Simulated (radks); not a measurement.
Values are calculated unless marked as measured or tabulated.
Problem. Spherical quantum dot in the effective-mass picture: electrons in a hard-walled sphere of radius 1.74, with a point charge +2 (a donor) at the centre, all in effective atomic units (hartree* = m*/eps^2 hartree, bohr* = eps/m* bohr), one dielectric constant everywhere. Level of theory: non-relativistic Kohn-Sham, LDA (Slater exchange, Perdew-Wang correlation), spin-polarised, spherical densities (a radial shooting solver with Libxc functionals). Levels are named by radial order and angular momentum (1s, 1p, 1d, 2s, ...), and open shells are averaged over m. At N = 14 the configuration is 1s2 1p6 1d(up 5, down 0) 2s(up 1, down 0). Does electron 15 go into 1d down or 1f up or 2s down?

Solution. Into 1d down. The total energies of the other choices lie higher by 0.291 hartree* (2s down), 2.15 hartree* (1f up).
